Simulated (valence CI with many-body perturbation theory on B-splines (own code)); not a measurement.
## A CI+MBPT run for As XIX

Calculated by configuration interaction combined with many-body perturbation theory (CI+MBPT): five valence electrons over a frozen Dirac-Fock core [Ne], radial functions for each j: 6 s, 6 p, 5 d, 3 f, 1 g, with the one-electron correlation potential Σ1 (screened to all orders), the two-electron term Σ2, the three-electron term Σ3, Breit, model QED; selected single and double excitations, second order for the rest, scaled by the run's own slope (own B-spline code, finite nucleus).

Command, and the settings that its task file holds:

```sh
python run_cv.py task.json out
```

```
atom As  Z=33  mass_number=75  rms_radius_fm=4.0968
core [Ne]
valence 3s2 3p3
avg = 1
basis = S
breit = 1
cap = 10000
capref = 1200
cscale = 1
de = 0.0
dress = 0
ecut = 29.39
eps = 2e-08
extrap = 1
h = 0.27
hh = 1
l2 = 3
lcore = 6
maxit = 60
n2 = 5
natural = 1
nlev = 21
nno = [3, 3, 3, 2, 1]
nroot = 26
nsp = [3, 3, 2, 1, 0]
pt2 = 1
qed = 1
rpa = 1
s1 = 1
s2 = 1
s3 = 1
screen = 1
tol = 2e-05
whole = 1
```

It took 16 s on 1 thread of Intel(R) Xeon(R) 6975P-C (Granite Rapids) (shared host).

Log. The first blocks belong to the next ion, which gives the ionisation energy. Fields: 2J, parity (1 odd), roots, reference size, generating configurations, candidates as configurations/state functions, variational space P, stored matrix elements, Davidson steps; e2 is the range of second-order energies in hartree. The first line gives the box (bohr), its intervals, the orbitals and the steps of their self-consistent field. Window is the range of levels sought, series limit the energy at which the first omitted orbital would enter, core excitation an estimate of the first excitation out of the core, left out the lowest levels not solved, and shifts from estimates the range by which levels moved from their first estimate, all in cm⁻¹.

```
rmax 4.4 intervals 59 orbitals 36 references ['3s2 3p3', '3s 3p4', '3s2 3p2 3d', '3p5', '3s 3p3 3d'] scf 6 t 0.4
2J=0 par=0 roots 2 ref 24 generators 8 cand 706/972 P 726/996 nnz 0 it 0
2J=0 par=0 roots 2 ref 24 generators 14 cand 1836/2963 P 2562/3959 nnz 1.1e+06 it 5
   second order: generators 28 cand 5683/10655 e2 -0.00002 -0.00002
2J=2 par=0 roots 2 ref 41 generators 8 cand 368/939 P 387/980 nnz 0 it 0
2J=2 par=0 roots 2 ref 41 generators 17 cand 1212/4000 P 1599/4980 nnz 2.6e+06 it 8
   second order: generators 34 cand 7800/32147 e2 -0.00065 -0.00016
reference levels 559, estimated 47, window 700797 1/cm; series limit 4114091, core excitation 10610357
2J=3 par=1 roots 4 ref 66 generators 16 cand 226/984 P 952/3547 nnz 1.5e+06 it 4
2J=3 par=1 roots 4 ref 66 generators 29 cand 1074/6426 P 2026/9973 nnz 9.1e+06 it 10
   second order: generators 47 cand 15773/210110 e2 -0.00359 -0.00046
2J=5 par=1 roots 2 ref 65 generators 12 cand 143/938 P 781/3474 nnz 1.6e+06 it 5
2J=5 par=1 roots 2 ref 65 generators 19 cand 1006/6421 P 1787/9895 nnz 9.6e+06 it 8
   second order: generators 34 cand 14698/239689 e2 -0.00365 -0.00108
2J=1 par=1 roots 2 ref 41 generators 12 cand 243/998 P 1129/3536 nnz 1.4e+06 it 4
2J=1 par=1 roots 2 ref 41 generators 21 cand 1593/6420 P 2722/9956 nnz 7.5e+06 it 7
   second order: generators 32 cand 12734/106219 e2 -0.00067 -0.00040
2J=5 par=0 roots 6 ref 74 generators 22 cand 208/1012 P 821/3570 nnz 1.5e+06 it 11
2J=5 par=0 roots 6 ref 74 generators 30 cand 1010/6415 P 1831/9985 nnz 8.4e+06 it 13
   second order: generators 52 cand 15958/249174 e2 -0.00451 -0.00236
2J=3 par=0 roots 6 ref 71 generators 18 cand 222/1010 P 905/3571 nnz 1.4e+06 it 7
2J=3 par=0 roots 6 ref 71 generators 31 cand 1111/6398 P 2016/9969 nnz 7.9e+06 it 10
   second order: generators 50 cand 15897/198733 e2 -0.00389 -0.00156
2J=1 par=0 roots 5 ref 44 generators 20 cand 260/949 P 1165/3401 nnz 1.2e+06 it 6
2J=1 par=0 roots 5 ref 44 generators 24 cand 1621/6487 P 2786/9888 nnz 7.2e+06 it 9
   second order: generators 47 cand 13925/103807 e2 -0.00146 -0.00041
2J=7 par=0 roots 4 ref 54 generators 13 cand 178/995 P 888/3485 nnz 1.5e+06 it 6
2J=7 par=0 roots 4 ref 54 generators 24 cand 826/6360 P 1714/9845 nnz 9.4e+06 it 9
   second order: generators 44 cand 15908/265104 e2 -0.00324 -0.00279
2J=9 par=0 roots 2 ref 34 generators 9 cand 211/1078 P 1026/3723 nnz 1.7e+06 it 6
2J=9 par=0 roots 2 ref 34 generators 21 cand 844/6153 P 1870/9876 nnz 9.4e+06 it 9
   second order: generators 32 cand 12488/198332 e2 -0.00200 -0.00178
left out: unestimated 1040969, estimated 781236, shifts from estimates -16 to 74
operators 0.4
```

The Davidson iterations converged. The settings are bad on purpose, so the numbers may not be properties of the ion.

No measured spectrum was set against this ion. As an estimate, levels of excited configurations hold to 0.05 to 0.15 % of their energy, terms of the ground configuration to about 0.5 %. Among the levels kept, up to 980 cm⁻¹ of a level comes from second order outside the variational space, and about a tenth of that is noise between levels of different J, which matters for small intervals.

```yaml
Valence_energy: -153.6435 hartree
Ionisation_energy: "721.61 eV (NIST: 728.9 ± 2.2 eV (semi-empirical))"
Reference_configurations_for_the_orbitals: 3s2 3p3, 3s 3p4, 3s2 3p2 3d, 3p5, 3s 3p3 3d
Radial_orbitals: 36
Box_radius: 4.436 bohr
Largest_variational_space: 9985
Lowest_levels: 3s²3p³ ⁴S°_3/2 0.000, 3s²3p³ ²D°_3/2 7.505, 3s²3p³ ²D°_5/2 10.019, 3s²3p³ ²P°_1/2 15.065, 3s²3p³ ²P°_3/2 19.606, 3s3p⁴ ⁴P_5/2 53.679, 3s3p⁴ ⁴P_3/2 57.898, 3s3p⁴ ⁴P_1/2 59.160, 3s3p⁴ ²D_3/2 66.673, 3s3p⁴ ²D_5/2 68.329, 3s²3p²3d ²P_3/2 75.382, 3s3p⁴ ²S_1/2 [a] 76.283, 3s²3p²3d ⁴F_3/2 78.326, 3s²3p²3d ⁴F_5/2 80.027 eV
```

Names give the largest LS component (configuration and term), which can be under half, so a name can repeat, a term be missing and a line seem to break the LS rules; names also repeat where a configuration has a term twice. Letters in brackets count levels of one name in rising energy.
